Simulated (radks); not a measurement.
Correlation energies from several functionals, in hartree. Species: Cl2+ [Ne] 3s2 3p3; Pb2+ [Hg]; Ba [Xe] 6s2; He [He]. Method: non-relativistic Kohn-Sham, PBE, spin-polarised, spherical densities, point nucleus; computed with a radial shooting solver on a logarithmic mesh with Libxc functionals. Every spin shell is full or empty, so the densities are truly spherical. Functionals are evaluated on that one density, not self-consistently.

functional      Cl2+     Pb2+       Ba         He
PW92         -1.1953  -8.4609  -5.3562   -0.11173
PZ           -1.1892  -8.4685  -5.3572   -0.11155
Wigner      -0.70539  -4.3463  -2.9696  -0.095548
Chachiyo     -1.1713  -8.3701  -5.2879   -0.10869
PBE         -0.55402  -4.9801  -3.0091  -0.041064
PBEsol      -0.65103  -5.5713  -3.4026  -0.051601
AM05         -1.0837  -7.9778  -4.9953  -0.097180
TPSS        -0.56011  -4.9785  -3.0117  -0.042310
revTPSS     -0.57392  -5.0190  -3.0496  -0.045420
SCAN        -0.55292  -5.0103  -3.0165  -0.037704
r2SCAN      -0.55830  -5.0262  -3.0357  -0.037704
B95         -0.65499  -6.1951  -3.6881  -0.041619
